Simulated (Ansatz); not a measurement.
System: 1,2-dihydrodisiline, C$_{4}$H$_{8}$Si$_{2}$, charge 0, multiplicity 1. 
Coordinates optimised at B3LYP-D3(BJ)/def2-TZVP (Ansatz, a program for electronic structure):
```
C
C 1 1.3433
H 1 1.0871 2 115.96
H 2 1.0874 1 117.18 3 0.00
C 2 1.4695 4 112.64 1 180.00
C 5 1.3433 2 130.18 4 -180.00
H 6 1.0871 5 115.96 2 -180.00
H 5 1.0874 6 117.18 7 0.00
Si 1 1.8684 3 117.65 2 180.00
H 9 1.4854 1 109.75 3 -58.71
H 9 1.4854 10 107.09 1 -119.07
Si 6 1.8684 7 117.65 5 -180.00
H 12 1.4854 6 109.75 7 58.71
H 12 1.4854 13 107.09 6 119.07
```

Total electronic energies in hartree. Valence correlation only, unless marked. Spin-orbit coupling is left out. Non-relativistic. Basis-set limits of correlation are two-point, X^-3; Hartree-Fock from the larger set.

The Hartree-Fock reference is unstable (checked in the largest basis), which strains HF and MP2. 

| level | program | energy (Eh) |
|---|---|---|
| HF/6-31G | Ansatz | -733.77977 |
| HF/cc-pV(D+d)Z | Ansatz | -733.97818 |
| RI-HF/aug-cc-pV(T+d)Z | Ansatz | -734.04353 |
| SVWN5/def2-TZVPD | Ansatz | (withheld) |
| PBE-D4/def2-TZVPD | Ansatz + dftd4 | -735.75676 |
| revPBE-D4/def2-TZVPD | Ansatz + dftd4 | (withheld) |
| B3LYP-D3(BJ)/def2-TZVPD | Ansatz + dftd3 | -736.33368 |
| B3LYP-D4/def2-TZVPD | Ansatz + dftd4 | -736.33098 |
| PBE0-D4/def2-TZVP | Ansatz + dftd4 | -735.83133 |
| PBE0/def2-TZVPD | Ansatz | -735.81924 |
| r2SCANh/def2-TZVPD | Ansatz | -736.09754 |
| r2SCAN0-D4/def2-TZVPD | Ansatz + dftd4 | -736.08826 |
| HSE06-D3(BJ)/def2-TZVPD | Ansatz + dftd3 | -735.80772 |
| LC-wPBE-D4/def2-TZVPD | Ansatz + dftd4 | -735.97320 |
| wB97X/def2-TZVPD | Ansatz | (withheld) |
| MP2/6-31G* | Ansatz | -734.58006 |
| MP2/aug-cc-pV(D+d)Z | Ansatz | -734.73111 |
| SCS-MP2/aug-cc-pV(T+d)Z | Ansatz | -734.94187 |
| SCS-MP2/cc-pwCVTZ | Ansatz | -734.93822 |
| CCSD/6-31G* | Ansatz | -734.64502 |
| CCSD/cc-pV(Q+d)Z | Ansatz | -735.03952 |
| CCSD(T)/cc-pV(D+d)Z | Ansatz | -734.79838 |
| CCSD(T)/CBS(cc-pV(T+d)Z,cc-pV(Q+d)Z) | Ansatz | -735.1259 |

Question: What belongs in the gaps?

Answer: 
- SVWN5/def2-TZVPD, energy (Eh): -732.47908
- revPBE-D4/def2-TZVPD, energy (Eh): -736.13438
- wB97X/def2-TZVPD, energy (Eh): -736.20395
